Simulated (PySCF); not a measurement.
## A ladder of Hamiltonians for Ir(65+) (iridium, charge +65)

Occupied: 1s1/2, 2s1/2, 2p1/2, 2p3/2, 3s1/2. Hartree-Fock calculated with PySCF 2.14 in an uncontracted even-tempered set (16 s from 9.7 bohr⁻², ratio 2.7; 14 p from 12 bohr⁻², ratio 2.7), Gaussian nucleus throughout. NR is non-relativistic, sf-X2C the spin-free one-electron X2C Hamiltonian, X2C adds the bare one-electron spin-orbit term, X2C-SNSO screens it by Boettger's factors, DC is four-component Dirac-Coulomb, and the Gaunt and Breit terms are added at first order (total energies over the DC spinors, levels after relaxing the spinors in that mean field). QED terms are absent. Levels marked empty are virtual spinors of this ion; the basis has s and p functions only, so 3d, which can lie below the n = 4 levels, is absent.

```tsv
Hamiltonian	E (hartree)	E − E(DC) (hartree)	CPU seconds
NR	-11722.9357	947.9376	0.34
sf-X2C	-12644.8272	26.0461	0.25
X2C	-12665.5565	5.3168	0.25
X2C-SNSO	-12664.4027	6.4706	0.25
DC	-12670.8733	0.0000	11
DC+Gaunt	-12654.0542	16.8191	18
DC+Breit	-12655.5242	15.3491	50
```

**Question.** Give the 2p spin-orbit interval with each Hamiltonian that has one.

**Answer.** X2C 1733; X2C-SNSO 1682; DC 1682; DC+Gaunt 1664; DC+Breit 1664 (eV).

```
   level (eV)        NR    sf-X2C       X2C  X2C-SNSO        DC  DC+Gaunt  DC+Breit
        1s1/2  -75384.0  -82249.0  -82228.1  -82229.2  -82331.9  -82058.9  -82077.0
        2s1/2  -16948.8  -18923.8  -18918.6  -18918.9  -18933.9  -18903.4  -18905.7
        2p1/2  -16533.3  -17184.6  -18429.8  -18390.9  -18401.7  -18349.1  -18354.1
        2p3/2  -16533.3  -17184.6  -16697.3  -16709.2  -16719.4  -16684.8  -16689.9
        3s1/2   -7089.7   -7712.2   -7711.3   -7711.4   -7715.0   -7706.8   -7707.8
3p1/2 (empty)   -6847.1   -7107.6   -7435.8   -7425.7   -7428.5   -7415.0   -7416.8
3p3/2 (empty)   -6847.1   -7107.6   -6977.0   -6980.2   -6982.4   -6973.5   -6975.3
4s1/2 (empty)   -3820.1   -4068.3   -4068.0   -4068.0   -4069.3   -4066.4   -4066.8
```

Weight of the small component: 1s1/2 0.0851, 2s1/2 0.0200, 2p1/2 0.0199, 2p3/2 0.0179, 3s1/2 0.00780, 3p1/2 0.00770, 3p3/2 0.00718, 4s1/2 0.00375.

Koopmans' value for the highest occupied level at DC+Breit: 7707.8 eV, against an ionisation energy of 7710 ± 30 eV (theoretical estimate listed by NIST; NIST Atomic Spectra Database, ionization energies); the former lacks relaxation, correlation, QED and recoil.

The whole ladder took 83 s of wall time on 1 thread of Neoverse-V1 (shared host), launched as `OMP_NUM_THREADS=1 python relrun2.py TASK.json OUT` (a driver that calls PySCF for each Hamiltonian).
